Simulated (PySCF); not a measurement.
## How methods differ on the ionisation energy of O³⁺

O³⁺ [He] 2s2 2p1 [2p1/2^1, M_J = 1/2] → O⁴⁺ [He] 2s2, as a difference of total energies. Computed with PySCF 2.14 in an uncontracted even-tempered set (18 s from 0.21 bohr⁻², ratio 2.4; 11 p from 0.27 bohr⁻², ratio 2.4; 5 d from 1.4 bohr⁻², ratio 2.6; 5 f from 2.1 bohr⁻², ratio 2.6), with the two-component X2C-1e Hamiltonian. Correlated levels: nothing frozen; the 30 highest virtual spinors dropped. "Screened" scales the spin-orbit matrix elements by Boettger's factors to mimic the two-electron term; Breit and QED terms are absent.

Order these methods by the ionisation energy they give, lowest first.
A. GHF (spin-free)
B. GMP2 (spin-free)
C. GMP2 (screened spin-orbit)
D. GHF (screened spin-orbit)

A (77.354 eV), D (77.386 eV), B (77.593 eV), C (77.624 eV).

For comparison: 77.413 eV (measured; NIST Atomic Spectra Database, ionization energies).
